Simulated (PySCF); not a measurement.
Computed with PySCF 2.14.0 with PBE-D3(BJ)/def2-TZVP // BP86-D3(BJ)/def2-SVP. All species are isolated molecules in the gas phase. One relaxed conformer stands for a flexible species; it need not be the lowest. 

Reference species: [Mo(F)6] (neutral, multiplicity 1).

HOMO–LUMO gap: 4.33 eV
charge on the central atom (Mulliken): 1.81 e

Changed species: [Mo(F)(NH2)5] (5 of 6 F replaced by NH2; the reference has 0 of 6 F replaced by NH2).

Q: Give the shifts of the HOMO–LUMO gap and charge on the central atom (Mulliken).

A: the HOMO–LUMO gap drops by 2.08 eV, to 2.25 eV; the charge on the central atom (Mulliken) falls by 0.28 e, to 1.53 e.
